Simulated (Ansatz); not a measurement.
Reaction (redistribution): `[OH][W]([F])([F])(=[S])[Cl]` + `[OH][Ti]([OH])([F])[Cl]` → `[OH][W]([F])([F])([F])=[S]` + `[OH][Ti]([OH])([Cl])[Cl]`

Computed with Ansatz on PBE0-D4/def2-TZVP structures; ΔE is electronic, products minus reactants. CCSD(T)/CBS adds triple-zeta CCSD(T) − MP2 to the extrapolated MP2 energy (def2 sets, frozen cores). Functionals use def2-TZVPP. Elements past krypton have def2 core potentials. For Ti, W outer-core shells are correlated without core-valence functions, which leaves a few kJ/mol of doubt a bond. Scalar relativity is left out up to krypton. Each species was taken in one conformer, which may not be the lowest.

`[OH][W]([F])([F])(=[S])[Cl]`:

Cartesian coordinates in Å:
```
O -0.366 1.363 0.608
W 0.013 -0.267 -0.196
F -1.869 -0.285 -0.542
F 0.098 -0.415 -2.031
S 2.133 -0.212 0.071
Cl -0.365 -2.063 1.111
H 0.357 1.877 0.979
```

`[OH][Ti]([OH])([F])[Cl]`:

Z-matrix (Å, degrees):
```
Ti
O 1 1.773
F 1 1.754 2 109.6
O 1 1.766 2 109.3 3 120.9
Cl 1 2.207 2 110.0 3 -119.5
H 2 0.959 1 133.5 3 -136.7
H 4 0.957 1 141.4 2 -153.9
```

`[OH][W]([F])([F])([F])=[S]`:

Cartesian coordinates in Å:
```
O -1.132 -1.010 -0.221
W 0.222 0.207 0.204
F -0.105 -0.218 1.972
F 0.895 -0.176 -1.494
F 2.010 0.359 0.677
S -0.551 2.147 -0.027
H -1.339 -1.310 -1.110
```

`[OH][Ti]([OH])([Cl])[Cl]`:

Cartesian coordinates in Å:
```
O -0.077 -0.130 1.465
Ti 0.254 -0.063 -0.261
O -1.178 0.542 -1.103
Cl 1.964 1.274 -0.615
Cl 0.760 -2.080 -0.976
H 0.324 -0.363 2.302
H -2.048 0.821 -0.812
```

```json
{"level": "PBE-D4", "ΔE (kJ/mol)": "-55.7"}
{"level": "revPBE", "ΔE (kJ/mol)": "-55.8"}
{"level": "r2SCAN", "ΔE (kJ/mol)": "-66.4"}
{"level": "r2SCANh", "ΔE (kJ/mol)": "-67.7"}
```

What does CCSD(T)/CBS give? (Estimate.)

Ansatz gave: -57.4 kJ/mol. The listed levels differ from it by 1.7, 1.6, -9.0, -10.3 kJ/mol.

Largest T1 diagnostic among the species: 0.024, so the coupled-cluster value is less sure than usual.

In def2-TZVPP, CCSD(T) changes the Hartree–Fock value by +27.6 kJ/mol (the triples alone add +5.0 kJ/mol) and MP2 by +40.9 kJ/mol. From BLYP to BHLYP (50 % exact exchange), in def2-TZVPP and without D4, ΔE moves by −11.1 kJ/mol.
